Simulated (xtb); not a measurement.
C3H9OSi, SMILES CCO[SiH]C (connectivity only; charge and spin as stated), charge +1, multiplicity 1. All values are semi-empirical tight-binding results from xtb (GFN2-xTB unless named), good for trends rather than for accurate numbers. Coordinates come from a GFN2-xTB optimisation. The spin state was assumed, not searched. The isomer is the one that the SMILES or the coordinates give; other isomers of the formula were not compared. The values are those of a single conformer.

The orbital gap comes out as 3.91 eV and the zero-point energy is 71.1 kcal/mol. The G − E(el) at 298.15 K (modified RRHO) is 50.6 kcal/mol, the static polarisability (D4 model) is 73.6 bohr³ and the solvation energy, GFN2-xTB/ALPB(water) is -48.8 kcal/mol. The solvation energy, GFN2-xTB/ALPB(thf) comes out as -44.7 kcal/mol.
